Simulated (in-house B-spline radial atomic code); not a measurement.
# RPA and G0W0 on CAM-B3LYP: Cd⁺

Configuration [Kr] 4d10 5s1, highest spin, mean-field start CAM-B3LYP. Computed with a B-spline radial code for spherical atoms: all electrons, scalar-relativistic (spin-free one-electron X2C), finite nucleus, each spin shell either full or empty, empty states to l = 9 with an (l + 1/2)⁻⁴ tail; G0W0 by contour deformation at full frequency.

RPA overbinds a lone outer s electron by self-correlation, and G0W0 tends to as well.

Command:
```bash
python run_gw.py task.json out
```
Settings (radii: box in bohr, nucleus in fm):
```
Z                        48
electrons                47
configuration            [Kr] 4d10 5s1
hamiltonian              x2c
method                   camb3lyp
lmax                     9
rms_radius               4.6087
spin_polarised           True
box_radius               23.78
intervals                70
ion_configuration        [Kr] 4d10
```

Time taken, with all properties: 10 s on 1 thread of Arm Neoverse V2 (shared host).

Energies (hartree):

| term | value |
| --- | --- |
| mean-field total | -5594.01630 |
| Hartree-Fock functional on these orbitals | -5591.09491 |
| direct second order | -4.0853 |
| second-order exchange | 1.1352 |
| SOSEX correction | 1.0547 |

Task: What is the RPA correlation energy, and what remains with SOSEX?

Result: RPA gives -3.583 hartree (-2.07 eV per electron); RPA + SOSEX gives -2.5283, and the second-order doubles -2.9501 hartree (no singles). RPA lacks exchange-type terms and so overcorrelates at short range.

Quasi-particle levels (eV):

| level | occupied | mean field | Σx - vxc | Σc | QP weight | G0W0 |
| --- | --- | --- | --- | --- | --- | --- |
| 5s up | yes | -15.533 | -0.38 | ? | ? | ? |
| 4d down | yes | -24.012 | -4.19 | 0.70 | 0.903 | -27.499 |
| 4d up | yes | -24.198 | -4.26 | 0.77 | 0.884 | -27.691 |
| 5s down | no | -10.432 | 3.52 | -2.15 | 0.946 | -9.069 |

G0W0 = mean field + (Σx - vxc) + Σc, with Σc (partial-wave tail included) taken at the quasi-particle energy. Only the outer levels were computed. Levels of low weight are left out.

Task: Where does G0W0 put 5s up?

Result: At -17.450 eV, with Σc = -1.54 eV and a quasi-particle weight of 0.957. The tabulated removal energy is 16.908 eV (NIST, measured); the calculation leaves out spin-orbit coupling, Breit and QED terms, and what these don't explain is the method's own error.

Task: What does it cost to remove one electron (to [Kr] 4d10) by differences of total energies, each species on its own start (correlation terms add to the Hartree-Fock functional)?

Result: CAM-B3LYP 17.227 eV, Hartree-Fock functional 15.506 eV, + RPA 17.213 eV, + RPA + SOSEX 16.656 eV, + second order 17.538 eV. Tabulated: 16.908 eV (NIST, measured); the calculation leaves out spin-orbit coupling, Breit and QED terms, and what these don't explain is the method's own error.
